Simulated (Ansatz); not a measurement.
Ansatz (a program for electronic structure) input (B3LYP-D3(BJ)/def2-TZVP):

Ansatz 0.2 input:
```yaml
crystal:
  periodic: [false, false, false]
  atoms:
    - {symbol: In, position_ang: [0.00000000, 0.00000000, 0.00000000]}
    - {symbol: H, position_ang: [-0.00000000, -0.00000000, -1.67028748]}
    - {symbol: H, position_ang: [0.00000000, 0.00000000, 1.67028748]}
basis:
  gaussian:
    orbitals: def2-TZVP
hamiltonian:
  xc: b3lyp
  dispersion: d3bj
total_charge: 1
phonons: {temperatures: {t_min: 298.15, t_max: 298.15, t_step: 100}}
```

Output:

```
Functional definition: B3LYP
integrals: 0.01 GiB planned
553 factors; their error is unknown
mean field: 0.14 GiB planned
mean field evaluation 1: about -5199.3871 eV, gradient 1.3e1 eV
mean field evaluation 2: about -5199.9547 eV, gradient 5.8e0 eV
mean field evaluation 4: about -5200.0750 eV, gradient 1.2e-1 eV
mean field evaluation 8: about -5200.1097 eV, gradient 1.8e-1 eV
mean field -5200.10976772 eV, -191.1005092026 hartree, gradient 2.5e-5 eV, S^2 0.000000; 0 other end points of the search recorded, 0 dependent functions left out
the calculation of the forces begins
reference -5200.10995319 eV, -191.1005160185 hartree; 11, 11 occupied and 51, 51 virtual orbitals, 553 factors
these checks for a lower state are left out or cut short: stability, starts, cluster_reference, orbital_swaps, neighbouring_geometries, increment
integrals: 0.01 GiB planned
553 factors; their error is unknown
mean field: 0.13 GiB planned
mean field evaluation 16: about -5200.0748 eV, gradient 4.8e-5 eV
mean field -5200.10975814 eV, -191.1005088506 hartree, gradient 1.4e-6 eV, S^2 0.000000; 0 other end points of the search recorded, 0 dependent functions left out
the calculation of the forces begins
reference -5200.10994361 eV, -191.1005156665 hartree; 11, 11 occupied and 51, 51 virtual orbitals, 553 factors
these checks for a lower state are left out or cut short: stability, starts, cluster_reference, orbital_swaps, neighbouring_geometries, increment
integrals: 0.01 GiB planned
553 factors; their error is unknown
mean field: 0.13 GiB planned
mean field -5200.10975814 eV, -191.1005088506 hartree, gradient 1.4e-6 eV, S^2 0.000000; 0 other end points of the search recorded, 0 dependent functions left out
the calculation of the forces begins
reference -5200.10994361 eV, -191.1005156665 hartree; 11, 11 occupied and 51, 51 virtual orbitals, 553 factors
these checks for a lower state are left out or cut short: stability, starts, cluster_reference, orbital_swaps, neighbouring_geometries, increment
integrals: 0.01 GiB planned
553 factors; their error is unknown
mean field: 0.13 GiB planned
mean field evaluation 32: about -5200.0748 eV, gradient 4.8e-5 eV
mean field -5200.10975814 eV, -191.1005088506 hartree, gradient 1.4e-6 eV, S^2 0.000000; 0 other end points of the search recorded, 0 dependent functions left out
the calculation of the forces begins
reference -5200.10994361 eV, -191.1005156665 hartree; 11, 11 occupied and 51, 51 virtual orbitals, 553 factors
these checks for a lower state are left out or cut short: stability, starts, cluster_reference, orbital_swaps, neighbouring_geometries, increment
integrals: 0.01 GiB planned
553 factors; their error is unknown
mean field: 0.13 GiB planned
mean field -5200.10975814 eV, -191.1005088506 hartree, gradient 1.4e-6 eV, S^2 0.000000; 0 other end points of the search recorded, 0 dependent functions left out
the calculation of the forces begins
reference -5200.10994361 eV, -191.1005156665 hartree; 11, 11 occupied and 51, 51 virtual orbitals, 553 factors
these checks for a lower state are left out or cut short: stability, starts, cluster_reference, orbital_swaps, neighbouring_geometries, increment
integrals: 0.01 GiB planned
553 factors; their error is unknown
mean field: 0.14 GiB planned
mean field -5200.10967426 eV, -191.1005057680 hartree, gradient 1.4e-6 eV, S^2 0.000000; 0 other end points of the search recorded, 0 dependent functions left out
the calculation of the forces begins
reference -5200.10985973 eV, -191.1005125839 hartree; 11, 11 occupied and 51, 51 virtual orbitals, 553 factors
these checks for a lower state are left out or cut short: stability, starts, cluster_reference, orbital_swaps, neighbouring_geometries, increment
integrals: 0.01 GiB planned
553 factors; their error is unknown
mean field: 0.14 GiB planned
mean field -5200.10967426 eV, -191.1005057680 hartree, gradient 1.4e-6 eV, S^2 0.000000; 0 other end points of the search recorded, 0 dependent functions left out
the calculation of the forces begins
reference -5200.10985973 eV, -191.1005125839 hartree; 11, 11 occupied and 51, 51 virtual orbitals, 553 factors
these checks for a lower state are left out or cut short: stability, starts, cluster_reference, orbital_swaps, neighbouring_geometries, increment
integrals: 0.01 GiB planned
553 factors; their error is unknown
mean field: 0.13 GiB planned
mean field evaluation 64: about -5200.0748 eV, gradient 5.1e-5 eV
mean field -5200.10976532 eV, -191.1005091147 hartree, gradient 1.4e-6 eV, S^2 0.000000; 0 other end points of the search recorded, 0 dependent functions left out
the calculation of the forces begins
reference -5200.10995079 eV, -191.1005159306 hartree; 11, 11 occupied and 51, 51 virtual orbitals, 553 factors
these checks for a lower state are left out or cut short: stability, starts, cluster_reference, orbital_swaps, neighbouring_geometries, increment
integrals: 0.01 GiB planned
553 factors; their error is unknown
mean field: 0.13 GiB planned
mean field -5200.10976532 eV, -191.1005091147 hartree, gradient 1.4e-6 eV, S^2 0.000000; 0 other end points of the search recorded, 0 dependent functions left out
the calculation of the forces begins
reference -5200.10995079 eV, -191.1005159306 hartree; 11, 11 occupied and 51, 51 virtual orbitals, 553 factors
these checks for a lower state are left out or cut short: stability, starts, cluster_reference, orbital_swaps, neighbouring_geometries, increment
integrals: 0.01 GiB planned
553 factors; their error is unknown
mean field: 0.13 GiB planned
mean field -5200.10976532 eV, -191.1005091147 hartree, gradient 1.4e-6 eV, S^2 0.000000; 0 other end points of the search recorded, 0 dependent functions left out
the calculation of the forces begins
reference -5200.10995079 eV, -191.1005159306 hartree; 11, 11 occupied and 51, 51 virtual orbitals, 553 factors
these checks for a lower state are left out or cut short: stability, starts, cluster_reference, orbital_swaps, neighbouring_geometries, increment
integrals: 0.01 GiB planned
553 factors; their error is unknown
mean field: 0.13 GiB planned
mean field -5200.10976532 eV, -191.1005091147 hartree, gradient 1.4e-6 eV, S^2 0.000000; 0 other end points of the search recorded, 0 dependent functions left out
the calculation of the forces begins
reference -5200.10995079 eV, -191.1005159306 hartree; 11, 11 occupied and 51, 51 virtual orbitals, 553 factors
these checks for a lower state are left out or cut short: stability, starts, cluster_reference, orbital_swaps, neighbouring_geometries, increment
integrals: 0.01 GiB planned
553 factors; their error is unknown
mean field: 0.14 GiB planned
mean field evaluation 96: about -5200.0748 eV, gradient 6.9e-5 eV
mean field -5200.10971840 eV, -191.1005073903 hartree, gradient 1.4e-6 eV, S^2 0.000000; 0 other end points of the search recorded, 0 dependent functions left out
the calculation of the forces begins
reference -5200.10990383 eV, -191.1005142048 hartree; 11, 11 occupied and 51, 51 virtual orbitals, 553 factors
these checks for a lower state are left out or cut short: stability, starts, cluster_reference, orbital_swaps, neighbouring_geometries, increment
integrals: 0.01 GiB planned
553 factors; their error is unknown
mean field: 0.14 GiB planned
mean field -5200.10972692 eV, -191.1005077035 hartree, gradient 1.4e-6 eV, S^2 0.000000; 0 other end points of the search recorded, 0 dependent functions left out
the calculation of the forces begins
reference -5200.10991243 eV, -191.1005145208 hartree; 11, 11 occupied and 51, 51 virtual orbitals, 553 factors
Total energy: -5200.15508709 eV, -191.1021746589 hartree
Atom 0 at     0.000000     0.000000     0.000000 Å, force    -0.000000     0.000000    -0.000000 eV/Å
Atom 1 at    -0.000000    -0.000000    -1.670287 Å, force     0.000000    -0.000000    -0.000132 eV/Å
Atom 2 at     0.000000     0.000000     1.670287 Å, force     0.000000    -0.000000     0.000132 eV/Å
Dipole moment:    -0.000000    -0.000000     0.000000 e Å
Vibrations: 648.61 648.61 1934.99 2026.15 cm⁻¹, zero-point energy 0.325977 eV
```
